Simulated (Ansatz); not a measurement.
Name a neutral molecule of B, C, Zn and H with HOMO energy (B3LYP/def2-TZVPP) between -6.45 and -6.15 eV and size of the dipole moment (B3LYP/def2-TZVPP) between 0.00 and 0.30 D (Ansatz, PBE0-D4/def2-TZVP geometry).

`[BH2][Zn][CH2]C` (-6.28 eV, 0.13 D). Other molecules can fit too; these were computed, each in one conformer that needn't be the lowest.

B3LYP here is the variant with VWN-RPA as its local correlation; programs differ in this.
